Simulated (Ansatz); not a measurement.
CH5ClOSi, SMILES `OC([SiH3])Cl` at its PBE0-D4/def2-TZVP geometry, where that method's forces vanish. Total charge 0; spin multiplicity 1.

```xyz
9

O    -0.8518   -0.4695    1.3331
C    -0.1432    0.4128    0.5461
Si    0.2540   -0.3929   -1.1300
Cl    1.4546    0.8642    1.3054
H    -1.1129   -0.0357    2.1528
H    -0.6476    1.3774    0.4354
H     1.0754   -1.6015   -0.8901
H     0.9917    0.5992   -1.9484
H    -1.0202   -0.7539   -1.8042
```

What forces (eV/Å) does r2SCAN-D4/def2-TZVPP give on these atoms in the Gaussian-basis code of Ansatz? (Estimate.)

Computed: 
```
O1  -0.141 -0.243  0.107
C2  -0.152  0.110 -0.311
Si3  0.014 -0.022 -0.046
Cl4  0.312  0.095  0.151
H5  -0.013  0.042  0.046
H6  -0.005  0.013  0.021
H7  -0.020  0.027 -0.001
H8  -0.017 -0.026  0.020
H9   0.022  0.005  0.013
```
